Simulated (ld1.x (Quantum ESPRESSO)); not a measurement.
Results of a calculation; reference values are marked as such.
**Potentials for phosphorus compared**

Generated with ld1.x 7.5 (TM, RRKJ, ultrasoft, PAW), atompaw 4.2 or ONCVPSP 4.0.1. The cutoff is in Ry: for ld1.x and atompaw files where the sum of valence levels is converged to 10 mRy in a Bessel basis, for ONCV files where the hardest occupied wave has 1 mHa per electron of residual kinetic energy. The error is the largest all-electron minus pseudo excitation energy over each file’s own four to seven test configurations (ionisations up to +4, promotions, holes and added fractions of an electron), all of which were solved. The labels leave out finer settings (local radius, basis sizes, second energies), which also bear on the numbers. Spin-polarised tests are not counted. The rows are a selection from randomly drawn settings: files with unsolved tests, undetermined cutoffs or missed reference levels are left out.

| potential | cutoff (Ry) | largest error (meV) | bound ghosts |
| --- | --- | --- | --- |
| TM, LDA (PZ), non-relativistic, rc 1.60/1.45 (sp), local s, core correction no, reference 3s1 3p4 | 35 | +439 | none |
| TM, PBEsol, scalar-relativistic, rc 1.15/1.55 (sp), local smoothed, core correction no, reference 3s2 3p3 | 55 | +143 | none |
| PAW, PBE, scalar-relativistic, rc 1.85/1.35/1.50 (spd), local smoothed, core correction yes, reference 3s2 3p3 | 21 | -116 | none |
| PAW, PBE, scalar-relativistic, rc 1.65/1.90/2.10 (spd), local smoothed, core correction yes, reference 3s2 3p3 | 15 | -29 | none |
| PAW, revPBE, scalar-relativistic, rc 1.96/2.86/2.24 (spd), local smoothed, core correction yes, reference 3s2 3p3 | 8 | -117 | none |
| ultrasoft, PBEsol, scalar-relativistic, rc 1.70/1.45 (sp), local smoothed, core correction no, reference 3s2 3p3 | 10 | -6.8 | none |
| TM, Wu–Cohen, scalar-relativistic, rc 1.70/1.60 (sp), local smoothed, core correction yes, reference 3s2 3p2 | 21 | +55 | none |

(1) Fill in the row for P: TM, LDA (PZ), non-relativistic, rc 1.35/1.75 (sp), local p, core correction yes, reference 3s1.75 3p3.25.

## Answers

(1) cutoff 35 Ry, largest error +165 meV, bound ghosts: none.
